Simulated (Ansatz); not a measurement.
`[SiH3]B(Cl)Cl` at its PBE0-D4/def2-TZVP geometry, where that method's forces vanish. Charge 0, multiplicity 1.

```csv
atom,x (Å),y (Å),z (Å)
Si1,-0.313,0.846,-0.072
B2,0.421,-1.028,0.097
Cl3,-0.640,-2.391,-0.159
Cl4,2.089,-1.338,0.491
H5,-0.861,1.024,-1.444
H6,-1.425,1.015,0.903
H7,0.729,1.872,0.183
```

For each bond, give half the difference of the two atoms' forces along it (eV/Å; positive pushes the atoms apart) under PBE-D4, r2SCAN-D4, B3LYP-D4, ωB97M-V in def2-TZVPP. (Estimate.)

Computed: 
```csv
bond,length (Å),PBE-D4,r2SCAN-D4,B3LYP-D4,ωB97M-V
Si1–B2,2.020,-0.16,-0.08,-0.04,-0.01
Si1–H5,1.488,0.11,-0.01,-0.06,-0.12
Si1–H6,1.488,0.11,0.00,-0.06,-0.12
Si1–H7,1.485,0.09,-0.02,-0.06,-0.10
B2–Cl3,1.745,0.18,0.12,0.16,0.09
B2–Cl4,1.743,0.18,0.12,0.16,0.08
```

B3LYP here is the variant with VWN-RPA as its local correlation; programs differ in this.
